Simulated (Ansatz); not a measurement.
Reaction (ligand exchange at a B–S bond): `BSBS` + `[OH][AlH][Cl]` → `SB[O][AlH][Cl]` + `BS`

Computed with Ansatz on PBE0-D4/def2-TZVP structures; ΔE is electronic, products minus reactants. CCSD(T)/CBS is the MP2 limit (def2-TZVPP, def2-QZVPP) plus CCSD(T) − MP2 in def2-TZVPP, frozen cores. This one scheme is used for every species. Functionals use def2-TZVPP. Each species was taken in one conformer, which may not be the lowest.

CCSD(T)/CBS gives -0.69 eV.

Problem. Another level gave -0.75 eV. Which?
A. B97M-V/def2-TZVPP
B. PBE0/def2-TZVPP
C. BHLYP-D4/def2-TZVPP
D. revPBE-D4/def2-TZVPP

Solution. A. B97M-V -0.75, PBE0 -0.68, BHLYP-D4 -0.83, revPBE-D4 -0.60 eV.

Largest T1 diagnostic among the species: 0.015.

In def2-TZVPP, CCSD(T) changes the Hartree–Fock value by +0.22 eV (the triples alone add +0.04 eV) and MP2 by +0.29 eV. Leaving LDA and LC-ωPBE aside and taking each functional with its dispersion term where it has one, the values, not all of them listed here, spread over 0.22 eV, from CAM-B3LYP-D4 to revPBE-D4. LDA lies −0.04 eV from PBE without D4.
